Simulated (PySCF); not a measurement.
From one molecule to another.

First species: C₅H₁₂S₂Si.
InChI=1S/C5H12S2Si/c1-5(2)7-8(6)3-4-8/h5-6H,3-4H2,1-2H3

Second species: C3H12O2Si3.
Bonds: C1–O2, O2–C3, C3–O4 (double), C3–Si5, Si5–C6, Si5–Si7, Si5–Si8. Hydrogens: H9, H10, H11 on C1; H12, H13, H14 on C6; H15, H16, H17 on Si7; H18, H19, H20 on Si8.

Levels: PBE0/pcSseg-1 for dipole moment, HOMO energy, LUMO energy and HOMO–LUMO gap; GFN2-xTB for rotational constant A and rotational constant C. Geometries: GFN2-xTB. Each structure is a single optimised conformer of the isolated species, non-relativistic unless stated; the electronic structure was computed with PySCF and density fitting.

Dipoles, sizes and rotational constants follow the conformer. The torsions of the flexible species, by atom-mapped SMILES:
- `[CH3:1][CH:2]([CH3:3])[S:4][Si:5]1([SH:6])[CH2:7][CH2:8]1`: C1–C2–S4–Si5 -71°, C2–S4–Si5–S6 -40°, H–S6–Si5–S4 -166°
- `[CH3:1][O:2][C:3](=[O:4])[Si:5]([CH3:6])([SiH3:7])[SiH3:8]`: C1–O2–C3–O4 0°, O2–C3–Si5–C6 -171°

Values for the first species:

```
Dipole moment         : 1.09 D
HOMO energy           : -6.39 eV
LUMO energy           : -0.24 eV
HOMO–LUMO gap         : 6.15 eV
Rotational constant A : 1.727 GHz
Rotational constant C : 0.670 GHz
```

Q: Estimate the same properties for the second species, and the change in each.

A: 
```
             property      first     second  second less first
        dipole moment     1.09 D     1.07 D            -0.02 D
          HOMO energy   -6.39 eV   -7.54 eV           -1.15 eV
          LUMO energy   -0.24 eV   -0.65 eV           -0.41 eV
        HOMO–LUMO gap    6.15 eV    6.89 eV           +0.74 eV
rotational constant A  1.727 GHz  1.134 GHz         -0.593 GHz
rotational constant C  0.670 GHz  0.727 GHz         +0.057 GHz
```

On the first: The dipole matches unit charges of opposite sign 0.23 Å apart (1 e·Å = 4.8032 D).

On the second: The dipole equals about 3.6 × 10⁻³⁰ C·m (1 D = 3.33564 × 10⁻³⁰ C·m). GFN2-xTB frequencies show an imaginary mode (22i cm⁻¹), so this geometry is no minimum at that level.
